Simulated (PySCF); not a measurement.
# One molecule, several mistakes: AlBFH2O cation

Calculated results; nothing here was measured. They come from PySCF 2.14.0, an open-source quantum chemistry program, on an isolated molecule that a program drew, which may never have been made. The molecule is AlBFH2O cation (charge +1, singlet), drawn as the SMILES string `FB[O][AlH+]`.

Each row is a Hartree-Fock (HF) and frozen-core CCSD(T) single point in the cc-pV(D+d)Z basis, meant for a local HF minimum. Run 1 is clean. Each other run has one planted mistake out of seven kinds, and not every kind appears here: one electron removed, one electron added, multiplicity raised by two, geometry at a saddle point, minimal basis STO-3G, one bond length entered in bohr, all coordinates scaled. The reference is restricted for singlets and unrestricted otherwise, and also for a bond in bohr. Adding or removing an electron swaps singlet and doublet. Electrons count all cores. HOMO and LUMO are orbital energies over both spins, the gradient is its largest component, and the lowest frequency (negative if imaginary) is given only where the gradient is small. Bond lengths are over the 5 bonds as drawn. T1 is the CCSD diagnostic: over 0.02 (restricted) or 0.045 (unrestricted) a single reference is doubtful.

Geometry of the clean run:
```xyz
6
AlBFH2O cation, angstrom
F    -1.5700    2.2153   -3.3092
B    -0.5042    2.9544   -3.1423
O     0.3190    2.6057   -2.0783
Al    1.0890    1.9961   -0.7979
H    -0.2338    3.8703   -3.8405
H     1.8559    1.4511    0.4147
```

| run | electrons | basis functions | <S^2> | HOMO (eV) | LUMO (eV) | gradient (hartree/bohr) | lowest frequency (cm^-1) | mean bond (Å) | longest bond (Å) | T1 | HF (hartree) | CCSD(T) (hartree) | mistake |
|---|---|---|---|---|---|---|---|---|---|---|---|---|---|
| 1 | 36 | 75 | 0.000 | -18.74 | -4.63 | 1.6e-05 | 78 | 1.4058 | 1.614 | 0.0168 | -441.95224 | -442.47304 | no fault |
| 2 | 35 | 75 | 0.769 | -25.07 | -16.35 | 1.6e-01 | - | 1.4058 | 1.614 | 0.0304 | -441.30880 | -441.82190 | one electron removed |
| 3 | 36 | 75 | 0.000 | -18.96 | -4.34 | 7.8e-02 | - | 1.3284 | 1.525 | 0.0149 | -441.92842 | -442.44075 | all coordinates scaled |
| 4 | 36 | 75 | 0.847 | -14.02 | -4.73 | 1.3e-02 | - | 1.6385 | 2.471 | 0.0626 | -441.75912 | -442.25704 | ? |

**Which mistake was planted in run 4, and what did it cost?**

The mean bond changes by a factor of 1.166 and the longest by 1.531, so the molecule wasn't scaled as a whole. A length L in bohr read as angstrom grows by (1/0.5292 - 1) L = 0.890 L. The 5 bonds together grew by 5 x 0.2327 = 1.164 Å, which gives L = 1.308 Å. That is bond F1-B2, 1.308 Å in the clean geometry. So the mistake is: one bond length entered in bohr. Subtracting run 1 and multiplying by 627.51 kcal/mol a hartree, the energy moved by 121.2 kcal/mol in HF and 135.5 kcal/mol in CCSD(T).

Cautions from the logs. Run 4: T1 is over the limit, so its CCSD(T) energy is less reliable.
